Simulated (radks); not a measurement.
Radial electron density D(r) = 4 pi r^2 rho(r) of an atom or ion with 51 electrons. Method: scalar-relativistic Kohn-Sham, PBEsol, spin-polarised, spherical densities, finite nucleus; Fermi nuclear charge, rms radius of each element as measured or else 0.836 A^(1/3) + 0.57 fm; computed with a radial shooting solver on a logarithmic mesh with Libxc functionals.

r (bohr),D(r) (e/bohr),spin D(r)
0.001112,2.183,0.000605
0.001484,3.579,0.000989
0.001979,5.792,0.00159
0.002639,9.212,0.00252
0.00352,14.32,0.00390
0.004658,21.35,0.00575
0.006212,30.94,0.00820
0.008286,42.53,0.0110
0.01105,54.52,0.0136
0.01474,63.94,0.0152
0.01966,67.41,0.0157
0.02622,64.07,0.0171
0.03497,58.95,0.0253
0.04664,61.66,0.0457
0.06221,75.45,0.0683
0.08297,86.73,0.0590
0.1098,79.16,0.00734
0.1464,62.98,-0.00394
0.1953,65.14,0.104
0.2605,72.09,0.143
0.3474,51.06,0.00828
0.4634,25.64,0.132
0.618,24.93,0.359
0.8243,25.12,0.0530
1.099,14.17,0.133
1.466,6.012,1.16
1.94,3.560,1.76
2.588,2.142,1.22
3.451,0.7784,0.402
4.603,0.1405,0.0586
6.14,0.01109,0.00311
8.189,0.0002939,0.0000272

What is the nuclear charge?

Answer. Z = 52. The innermost maximum, from 1s, lies near gamma/Z bohr with gamma = sqrt(1 - (Z/c)^2) = 0.925, here 0.0178 bohr (found: 0.0195), and its height grows with Z. The density is that of the tellurium ion Te+ in [Kr] 4d10 5s1 5p4; the configuration itself is not fixed sharply by these data, and Z only to a few units. D(r) has 4 maxima, at r = 0.0195, 0.0864, 0.250, 0.725 bohr, and minima at 0.0379, 0.164, 0.527 bohr, inside which lie 1.98, 11.18, 28.92 electrons.
